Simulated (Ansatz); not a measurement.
Ideal-gas functions of BH2O2Te (`OB(O)[Te]`) radical at 298.15 K and 1 bar, from an Ansatz frequency run at PBE0-D4/def2-TZVP.

Molar mass 172.43 g/mol, point group Cs (symmetry number 1), electronic degeneracy 2, moments of inertia 49.142, 248.723, 297.865 u Å². Harmonic wavenumbers (cm⁻¹, unscaled): 216, 284, 400, 447, 536, 584, 983, 998, 1252, 1425, 3837, 3914.

Use S(trans) = R[1.5 ln M + 2.5 ln T − 1.1517]; rotational temperatures θ = 24.2544 K / I; S(rot) = R[ln(√π/σ · √(T³/θAθBθC)) + 1.5]; for each mode x = 1.438777 ν̃/T, S = R[x/(eˣ − 1) − ln(1 − e⁻ˣ)] and H = RT x/(eˣ − 1); 1 cm⁻¹ = 0.0119627 kJ/mol; R = 8.31446 J/(mol·K).

Question: By hand: the entropy, in J/(mol·K).

Answer: Translation 173.1. Rotation: θ = 0.4936, 0.0975, 0.0814 K, giving 111.3. Vibration, mode by mode: 8.34, 6.32, 4.03, 3.37, 2.40, 2.00, 0.42, 0.39, 0.14, 0.07, 0.00, 0.00, in all 27.5. Electronic 5.8. Sum 317.7 J/(mol·K).

Question: By hand: H − E and G − E in kJ/mol, counted from the electronic energy.

Answer: Zero-point energy ½ × 14876 × 0.0119627 = 89.0; thermal vibration 5.3; translation, rotation and pV give 4 RT = 9.9. H − E = 104.2 kJ/mol, and G − E = 104.2 − 298.15 × 317.7/1000 = 9.5 kJ/mol.

Vibration gives 9 % of the entropy. The sum counts one conformer and one mirror image; others add a mixing term.
